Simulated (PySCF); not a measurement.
**Continuum solvent and chemical shifts**

Structure with atom numbers: `[CH3:1][BH:2][C:3]#[C:4][CH3:5]`. Each H is labelled by its parent atom.

GIAO PBE0/pcSseg-1 in PySCF 2.14 on one PBE0-D3(BJ)/def2-SVP conformer, non-relativistic, equivalent nuclei averaged. Solvents enter as an IEF-PCM continuum (dichloromethane with ε = 8.9, water with ε = 78.4) around the gas-phase geometry. Shifts are referred to TMS, BF3·OEt2 computed in the same medium.

Gas phase, δ in ppm: C4 144.1, C3 99.4, C1 16.6, C5 7.6, B2 68.7, H(B2) 6.59, H(C5) 2.29, H(C1) 1.07. Dipole moment 1.64 D.

Task: How does each δ change in the continuum?

Result: 
```
atoms                              environment  Δδ, dichloromethane  Δδ, water
   C4                            alkyne carbon                 +4.6       +5.4
   C3                            alkyne carbon                 -1.1       -1.3
   C1                methyl carbon bonded to B                 +0.8       +1.0
   C5                propargylic methyl carbon                 +0.4       +0.5
   B2                   boron bonded to 2 C, H                 +0.1       +0.2
H(B2)        hydrogen on a boron bonded to 2 C                -0.08      -0.09
H(C5)  hydrogen on a propargylic methyl carbon                +0.16      +0.20
H(C1)  hydrogen on a methyl carbon bonded to B                +0.07      +0.09
```

Changes are relative to the gas phase. The dipole moment becomes 2.05 D in dichloromethane, 2.11 D in water.

Task: Which nuclei move most (in ppm), and what does the model miss?

Result: C4 (alkyne carbon, +5.4 ppm) in water. A continuum only polarises the solute; specific hydrogen bonds, the anisotropy of aromatic solvents and changes of geometry or conformer are outside it.
